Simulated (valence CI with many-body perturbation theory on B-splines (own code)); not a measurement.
Missing levels of Sr7+

Computed by configuration interaction combined with many-body perturbation theory (CI+MBPT): three valence electrons over a frozen Dirac-Fock core [Ar] 3d10, radial functions for each j: 11 s, 11 p, 9 d, 7 f, 5 g, 2 h, 1 i, with the one-electron correlation potential Σ1 (screened to all orders), the two-electron term Σ2, the three-electron term Σ3, Breit, model QED; selected single and double excitations, second order for the rest, scaled by the run's own slope (own B-spline code, finite nucleus).

Against 9 measured levels this calculation errs by 104 cm⁻¹ on average and by 168 at most. These come from a selection out of Sansonetti, J. Phys. Chem. Ref. Data 41, 013102 (2012). Levels without a partner in it may be off by more.

| Level | E (cm⁻¹) |
| --- | --- |
| 4s²4p ²P°_1/2 | 0 |
| 4s²4p ²P°_3/2 | ? |
| 4s4p² ⁴P_1/2 | 136840 |
| 4s4p² ⁴P_3/2 | 142560 |
| 4s4p² ⁴P_5/2 | ? |
| 4s4p² ²D_3/2 | 179980 |
| 4s4p² ²D_5/2 | ? |
| 4s4p² ²S_1/2 | 211470 |
| 4s4p² ²P_1/2 | 225980 |
| 4s4p² ²P_3/2 | 230680 |
| 4s²4d ²D_3/2 | ? |
| 4s²4d ²D_5/2 | ? |
| 4p³ ⁴S°_3/2 [a] | 347070 |
| 4p³ ⁴S°_3/2 [b] | 351590 |
| 4p³ ²D°_5/2 | 352290 |
| 4p³ ²P°_1/2 | 381630 |
| 4p³ ²P°_3/2 | 385680 |
| 4s4p4d ⁴F°_3/2 | 401690 |
| 4s4p4d ⁴F°_5/2 | ? |
| 4s4p4d ⁴F°_7/2 | 408710 |

Names give the largest LS component (configuration and term), which can be under half, so a name can repeat, a term be missing and a line seem to break the LS rules; names also repeat where a configuration has a term twice. Letters in brackets count levels of one name in rising energy.

Task: The levels stand in rising order. What does the calculation give for the missing energies?

Result: 4s²4p ²P°_3/2 13193; 4s4p² ⁴P_5/2 149190; 4s4p² ²D_5/2 182070; 4s²4d ²D_3/2 289450; 4s²4d ²D_5/2 291160; 4s4p4d ⁴F°_5/2 404480.
